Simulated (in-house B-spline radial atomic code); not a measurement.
# Cu: [Ne] 3s2 (3p1/2)1 (3p3/2)4 3d10 4s1 (4p3/2)1 (an excited or competing configuration)

Method: Dirac-Hartree-Fock, average of the jj configuration, Fermi nucleus of rms radius 3.8823 fm. Calculated with an all-electron radial atomic-structure program (B-spline basis).

Screening seen three ways: the hydrogenic charge with the same mean radius, Z_r = [3n² - l(l+1)]/(2<r>), the one with the same energy, Z_e = n√(-2ε), and Slater's rules. Values are occupation-weighted means over j.

| shell | electrons | ε (eV) | <r> (bohr) | Z_r | Z_e | Slater |
| --- | --- | --- | --- | --- | --- | --- |
| 1s | 2 | -9066.8 | 0.0521 | 28.79 | 25.81 | 28.70 |
| 2s | 2 | -1145.6 | 0.2338 | 25.67 | 18.35 | 24.85 |
| 2p | 6 | -986.28 | 0.2061 | 24.26 | 17.03 | 24.85 |
| 3s | 2 | -148.35 | 0.7088 | 19.05 | 9.91 | 18.10 |
| 3p | 5 | -101.5 | 0.745 | 16.78 | 8.19 | 18.10 |
| 3d | 10 | -22.117 | 0.9126 | 11.51 | 3.82 | 8.85 |
| 4s | 1 | -10.244 | 2.751 | 8.72 | 3.47 | 4.20 |
| 4p | 1 | -4.3363 | 4.165 | 5.52 | 2.26 | 4.20 |

The least bound orbital is 4p3/2 at -4.336 eV, and it is also the most diffuse (<r> = 4.165 bohr). The part-filled 3p shell lies below the filled 3d shell in orbital energy.

For the 1s electron the small component carries 1.09 % of the norm, the zero-frequency Breit interaction raises the level by 11.76 eV, self-energy by 5.993 eV, and vacuum polarisation lowers it by 0.5443 eV.
